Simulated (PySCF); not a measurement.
## Potential energy of GeI along the bond

Set-up: basis Ge cc-pVTZ-PP with ECP10, I cc-pVTZ-PP with ECP28; scalar-relativistic core potentials; PySCF 2.14. Energies in eV from Ge + I in their ground configurations at the same level. State: ²Π (doublet), unpaired electrons π ↑.

```tsv
R (Å)	PBE0
2.183	-2.170
2.285	-2.730
2.387	-3.031
2.463	-3.134
2.539	-3.162
2.615	-3.131
2.717	-3.027
2.844	-2.827
2.996	-2.533
3.199	-2.106
```

Q: Put a parabola through the three lowest points of the PBE0 curve and estimate Re, k and ωe (reduced mass 46.71 u; 1 eV/Å² = 0.16022 mdyn/Å; ωe = 1302.8·√(k/μ) cm⁻¹).

A: Through R = 2.463, 2.539, 2.615 Å the second-order coefficient is 5.11 eV/Å², so Re ≈ 2.537 Å, k ≈ 1.64 mdyn/Å and ωe ≈ 244 cm⁻¹. A polynomial fit of higher order to the unrounded PBE0 energies gives Re = 2.533 Å, k = 1.61 mdyn/Å, ωe = 242 cm⁻¹; anharmonicity and rounding make the difference.

The higher-order fit for each curve: PBE0: Re = 2.533 Å, ωe = 242 cm⁻¹, De = 3.16 eV.

These are scalar-relativistic numbers at best; spin–orbit coupling would shift them, the dissociation energy most. The state was picked by a PBE0 search and need not be the measured ground state.
